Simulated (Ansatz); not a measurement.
Reactions of `[SiH3]OCS[SiH3]`.

Computed with Ansatz on PBE0-D4/def2-TZVP structures; ΔE is electronic, products minus reactants. CBS: MP2 limit from def2 TZ/QZ plus the TZ coupled-cluster correction, frozen cores. This one scheme is used for every species. Functionals use def2-TZVPP. For Mg outer-core shells are correlated without core-valence functions, which leaves a few kJ/mol of doubt a bond. Each species was taken in one conformer, which may not be the lowest.

```
                                                                reaction  CCSD(T)/CBS(def2) (kJ/mol)
`[SiH3]OCS[SiH3]` + `[CH3][Mg][OH]` → `[CH3][Mg][O][SiH3]` + `[SiH3]OCS`                         -69
     `[SiH3]OCS[SiH3]` + `C=C=C(O)Cl` → `C=C=C(Cl)O[SiH3]` + `[SiH3]OCS`                         -28
       `[SiH3]OCS[SiH3]` + `BN[SiH3]` → `BN([SiH3])[SiH3]` + `[SiH3]OCS`                          16
                    `[SiH3]OCS[SiH3]` + CH₃OH → `COCS[SiH3]` + `O[SiH3]`                         -27
                   `[SiH3]OCS[SiH3]` + `C=C` → `C=CCO[SiH3]` + `[SiH3]S`                           ?
```

Task: Fill in the missing values. (Best estimate.)

Result: Computed: `[SiH3]OCS[SiH3]` + `C=C` → `C=CCO[SiH3]` + `[SiH3]S`: -20.6 kJ/mol.

Largest T1 diagnostic: 0.013, for `BN([SiH3])[SiH3]`.
